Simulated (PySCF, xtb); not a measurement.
Bi(Me)2 (C2H6Bi), SMILES [Bi]([CH3])[CH3], multiplicity 2.

Harmonic wavenumbers (cm⁻¹) from GFN2-xTB run with xtb at its own minimum, in rising order: 49, 57, 147, 508, 515, 725, 742, 754, 816, 1280, 1289, 1492, 1495, 1499, 1502, 3068, 3068, 3072, 3073, 3079, 3082.

Q: What does B3LYP-D3(BJ)/def2-SVP (PySCF) give at its own minimum? (The exact figures need the calculation; the answer reports its results.)

A: 82, 91, 146, 452, 454, 683, 684, 685, 791, 1170, 1183, 1426, 1428, 1436, 1436, 3040, 3041, 3150, 3151, 3159, 3159. Paired by order, the mean absolute difference is 58 cm⁻¹ and the zero-point energies are 44.8 and 44.1 kcal/mol.
